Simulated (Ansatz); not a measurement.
`[SH][SnH2][Cl]` + HCl → `[Cl][SnH2][Cl]` + H₂S  (ligand exchange at the Sn–S bond)

Isolated molecules relaxed with PBE0-D4/def2-TZVP in Ansatz; ΔE leaves out vibrations. CCSD(T)/CBS adds triple-zeta CCSD(T) − MP2 to the extrapolated MP2 energy (def2 sets, frozen cores). This one scheme is used for every species. Functionals use def2-TZVPP. Elements past krypton have def2 core potentials. For Sn outer-core shells are correlated without core-valence functions, which leaves a few kJ/mol of doubt a bond. One conformer a species, not always the lowest.

Question: Is it downhill or uphill in electronic energy at CCSD(T)/CBS, and by how much? (Best estimate.)

Answer: Computed: Downhill: ΔE = -0.27 eV.

Question: What do these levels give: r2SCAN-D4, B97M-V, ωB97X-V, B2PLYP, r2SCAN, r2SCANh? (Best estimate.)

Answer: Ansatz gave: r2SCAN-D4 -0.28, B97M-V -0.32, ωB97X-V -0.31, B2PLYP -0.29, r2SCAN -0.29, r2SCANh -0.29 eV.

Question: What do rigid-rotor, harmonic-oscillator terms from PBE0-D4/def2-TZVP frequencies (298.15 K, 1 bar) make of the CCSD(T)/CBS value? (Best estimate.)

Answer: The calculation gave: ΔZPE = +0.01 eV, ΔH = -0.27 eV, ΔS = -1 J/(mol·K), ΔG = -0.26 eV.

Largest T1 diagnostic among the species: 0.012.

In def2-TZVPP, CCSD(T) changes the Hartree–Fock value by +0.15 eV (the triples alone add +0.02 eV) and MP2 by +0.16 eV. From BLYP to BHLYP (50 % exact exchange), in def2-TZVPP and without D4, ΔE moves by −0.04 eV. At CCSD(T), def2-SVP lies −0.03 eV from the extrapolated value and def2-TZVPP +0.01 eV.
